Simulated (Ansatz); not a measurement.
Reaction (SMILES): OB(O)F [fluoroboronic acid] -> [O-]B(O)F + H+
Structures are relaxed separately at B3LYP-D3(BJ)/def2-TZVP in Ansatz (a quantum-chemistry and plane-wave program), one conformer each, not searched for the lowest.

Quantity: gas-phase deprotonation energy (electronic energy difference), in eV. Valence correlation only, unless marked. Spin-orbit coupling is left out. No relativistic terms. Anions need diffuse functions: aug- sets have them; def2-D sets add few; the other sets have none. CBS marks a two-point X^-3 extrapolation of the correlation energy; Hartree-Fock from the larger set. The bracket is a focal-point correction in the basis named.

| level | program | gas-phase deprotonation energy (eV) | minus last row |
|---|---|---|---|
| HF/cc-pVTZ | Ansatz | 16.22 | 0.57 |
| HF/aug-cc-pVQZ | Ansatz | 16.08 | 0.43 |
| PBE/def2-TZVPD | Ansatz | 15.47 | -0.18 |
| PBE0-D3(BJ)/def2-TZVPD | Ansatz + dftd3 | 15.70 | 0.05 |
| PBE0-D4/def2-TZVPD | Ansatz + dftd4 | 15.69 | 0.04 |
| B2PLYP-D4/def2-TZVPD | Ansatz + dftd4 | 15.53 | -0.12 |
| RPA@PBE/cc-pVQZ | Ansatz | 15.92 | 0.27 |
| RI-MP2/aug-cc-pVQZ | Ansatz | 15.53 | -0.12 |
| CCSD(T)/6-31G* | Ansatz | 16.04 | 0.39 |
| RI-MP2/CBS(aug-cc-pVTZ,aug-cc-pVQZ)+[CCSD(T)-MP2]/aug-cc-pVTZ | Ansatz | 15.65 | 0.00 |
